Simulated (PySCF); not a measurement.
Compound: C8H9 (doublet state).
Structure used (GFN2-xTB), in Å, numbered top down from 1:
```
atom  x, y, z in Å
C1    -3.313    1.037    0.185
C2    -2.672   -0.130   -0.013
C3    -1.273   -0.295    0.078
C4    -0.636   -1.506   -0.133
C5     0.726   -1.706   -0.044
C6     1.636   -0.704    0.271
C7     2.435    0.162    0.546
C8     3.385    1.197    0.876
H9    -2.773    1.936    0.430
H10   -4.382    1.120    0.106
H11   -3.251   -1.013   -0.259
H12   -0.672    0.569    0.326
H13   -1.251   -2.363   -0.384
H14    1.136   -2.691   -0.225
H15    2.874    2.040    1.342
H16    3.886    1.546   -0.028
H17    4.137    0.812    1.565
```

The hyperfine couplings belong to this conformer and change with its torsions.

The species is `C=C[CH]/C=C\C#CC` [radical].

Level of theory: PySCF, UKS B3LYP, pcH-1 on C H, non-relativistic, mean-field spin-orbit, GIAO. The structure is a single GFN2-xTB conformer in the gas phase; no vibrational or solvent corrections. A GFN2-xTB geometry isn't a minimum of the functional, and hyperfine couplings can be far from their values at a DFT geometry. The SCF solution wasn't tested for stability. ⟨S²⟩ is 0.794 where a pure state has 0.75.

(1) Where do the isotropic ENDOR lines of H14, H12, H10, H9, H15/H16/H17, H13 and H11 fall at 3361.2 mT, to first order?

(2) Which pairs are centred on the nuclear Larmor frequency, and which on half the coupling?

(3) At what field would the lower line of H12 fall to zero frequency?

Answers

(1) ν± = |νn ± a/2|, one line for each electron-spin manifold; νn = |g_N| × 7.62259 MHz/T × B.

```json
{"nuclei": "H14", "isotope": "1H", "g_N": "5.5857", "νn (MHz)": "143.11", "a_iso (MHz)": "-32.68", "lower line (MHz)": "126.77", "upper line (MHz)": "159.45"}
{"nuclei": "H12", "isotope": "1H", "g_N": "5.5857", "νn (MHz)": "143.11", "a_iso (MHz)": "-28.62", "lower line (MHz)": "128.80", "upper line (MHz)": "157.42"}
{"nuclei": "H10", "isotope": "1H", "g_N": "5.5857", "νn (MHz)": "143.11", "a_iso (MHz)": "-25.94", "lower line (MHz)": "130.14", "upper line (MHz)": "156.08"}
{"nuclei": "H9", "isotope": "1H", "g_N": "5.5857", "νn (MHz)": "143.11", "a_iso (MHz)": "-24.56", "lower line (MHz)": "130.83", "upper line (MHz)": "155.39"}
{"nuclei": "H15/H16/H17", "isotope": "1H", "g_N": "5.5857", "νn (MHz)": "143.11", "a_iso (MHz)": "21.12", "lower line (MHz)": "132.55", "upper line (MHz)": "153.67"}
{"nuclei": "H13", "isotope": "1H", "g_N": "5.5857", "νn (MHz)": "143.11", "a_iso (MHz)": "11.02", "lower line (MHz)": "137.60", "upper line (MHz)": "148.62"}
{"nuclei": "H11", "isotope": "1H", "g_N": "5.5857", "νn (MHz)": "143.11", "a_iso (MHz)": "9.11", "lower line (MHz)": "138.55", "upper line (MHz)": "147.67"}
```

(2) Centred on νn, since |a| < 2νn: H14, H12, H10, H9, H15/H16/H17, H13 and H11. No pair has |a| > 2νn.

(3) Where νn = |a|/2, that is B = 14.31 MHz/(5.5857 × 7.62259 MHz/T) = 336 mT, as far as first order holds there.

Class means assume fast exchange of nuclei equivalent by connectivity; if that motion is slow, each nucleus keeps its own coupling. The three 1H nuclei of mean +21.1 MHz run from 6.6 to 37.6 MHz in the frozen geometry.

The largest Mulliken spin populations are on C5 (+0.48), C3 (+0.47), C1 (+0.42) and C7 (+0.25). Four atoms exceed +0.15.
